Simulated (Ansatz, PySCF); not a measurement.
CH3F3OSi, SMILES O[SiH2]C(F)(F)F.

Geometry optimised at PBE0-D3(BJ)/def2-SVP. One conformer was computed; it need not be the lowest.

Vertical ionisation energy (IE) and electron affinity (EA) in eV. Rows of orbital energies are one-electron estimates. Where ΔSCF, EOM or ADC give a negative EA the extra electron is unbound and the value depends on the basis.

```tsv
level	IE	EA
−ε(HOMO), −ε(LUMO), CAM-B3LYP/def2-TZVP (PySCF)	10.60	-0.62
−ε(HOMO), −ε(LUMO), PBE/def2-TZVP (PySCF)	7.48	1.18
ΔSCF, PBE0/def2-SVPD (Ansatz), final states of multiplicity 2 and 2	11.43	-0.98
ΔSCF, PBE/def2-SVPD (Ansatz), final states of multiplicity 2 and 2	10.84	-0.83
```

**Question.** What vertical singlet–triplet gap does ΔSCF give with PBE0/def2-SVPD (Ansatz, a first-principles code) and with PBE/def2-SVPD (Ansatz)? (Estimate from the structure and the level; the computed values follow.)

**Answer.** 6.91 and 6.24 eV (triplet above singlet where positive).
